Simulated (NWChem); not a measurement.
CH₃F₂NSi₂; SMILES F[Si]1(F)[SiH2]C=N1

```xyz
9

F     -0.2154    -1.5960     1.2801
Si    -0.0313    -0.6456     0.0000
F     -0.2154    -1.5960    -1.2801
N      1.5327     0.2071     0.0000
C      1.1297     1.4383     0.0000
Si    -0.8078     1.5421     0.0000
H      1.8718     2.2479     0.0000
H     -1.4232     2.1452    -1.2143
H     -1.4232     2.1452     1.2143
```
Atoms are numbered in this order, from 1.

Level: B3LYP/6-31G* (spherical d) (NWChem), optimised geometry, unscaled harmonic frequencies. 

```json
[
 {"frequency (cm⁻¹)": "126", "IR intensity (km/mol)": "0.0"},
 {"frequency (cm⁻¹)": "156", "IR intensity (km/mol)": "0.2"},
 {"frequency (cm⁻¹)": "253", "IR intensity (km/mol)": "11.8"},
 {"frequency (cm⁻¹)": "295", "IR intensity (km/mol)": "10.3"},
 {"frequency (cm⁻¹)": "311", "IR intensity (km/mol)": "25.5"},
 {"frequency (cm⁻¹)": "454", "IR intensity (km/mol)": "48.9"},
 {"frequency (cm⁻¹)": "484", "IR intensity (km/mol)": "4.5"},
 {"frequency (cm⁻¹)": "500", "IR intensity (km/mol)": "1.4"},
 {"frequency (cm⁻¹)": "591", "IR intensity (km/mol)": "1.3"},
 {"frequency (cm⁻¹)": "614", "IR intensity (km/mol)": "9.7"},
 {"frequency (cm⁻¹)": "748", "IR intensity (km/mol)": "92.4"},
 {"frequency (cm⁻¹)": "785", "IR intensity (km/mol)": "90.8"},
 {"frequency (cm⁻¹)": "905", "IR intensity (km/mol)": "5.2"},
 {"frequency (cm⁻¹)": "916", "IR intensity (km/mol)": "245.6"},
 {"frequency (cm⁻¹)": "961", "IR intensity (km/mol)": "72.5"},
 {"frequency (cm⁻¹)": "971", "IR intensity (km/mol)": "139.7"},
 {"frequency (cm⁻¹)": "1320", "IR intensity (km/mol)": "29.1"},
 {"frequency (cm⁻¹)": "1563", "IR intensity (km/mol)": "40.9"},
 {"frequency (cm⁻¹)": "2232", "IR intensity (km/mol)": "107.7"},
 {"frequency (cm⁻¹)": "2251", "IR intensity (km/mol)": "122.5"},
 {"frequency (cm⁻¹)": "3069", "IR intensity (km/mol)": "46.4"}
]
```

| Item | Result |
|---|---|
| zero-point energy | 27.9 kcal/mol |
| thermal correction to the enthalpy at 298.15 K (with zero-point energy) | 32.8 kcal/mol |
| heat capacity Cv | 24.2 cal/(mol K) |
| entropy at 298.15 K and 1 atm (symmetry number 1) | 82.2 cal/(mol K) |
| dipole moment | 3.11 D |

Rigid rotor and harmonic oscillator.
